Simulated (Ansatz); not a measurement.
`C/C=N\C[TeH]` + disilane → `[SiH3][SiH2]C[TeH]` + `CC=N`  (formal exchange of groups at a C–N bond)

Gas-phase electronic energies from Ansatz, PBE0-D4/def2-TZVP geometries. CCSD(T)/CBS adds triple-zeta CCSD(T) − MP2 to the extrapolated MP2 energy (def2 sets, frozen cores). Functionals use def2-TZVPP. B3LYP here is the variant with VWN-RPA as its local correlation; programs differ in this. Elements past krypton have def2 core potentials. For Te outer-core shells are correlated without core-valence functions, which leaves a few kJ/mol of doubt a bond. One conformer a species, not always the lowest.

Problem. Is it downhill or uphill in electronic energy at CCSD(T)/CBS, and by how much? (An estimate is asked.)

Solution. The calculation gave: Downhill: ΔE = -0.69 eV.

Problem. What do these levels give: B3LYP-D4, ωB97M-V, r2SCAN, CCSD(T)/def2-TZVPP, HF/def2-QZVPP, CCSD/CBS(def2)? (Estimate.)

Solution. The calculation gave: B3LYP-D4 -0.59, ωB97M-V -0.68, r2SCAN -0.61, CCSD(T)/def2-TZVPP -0.65, HF/def2-QZVPP -0.65, CCSD/CBS(def2) -0.70 eV.

Largest T1 diagnostic among the species: 0.013.

From PBE to PBE0 (25 % exact exchange), in def2-TZVPP and without D4, ΔE moves by −0.05 eV.
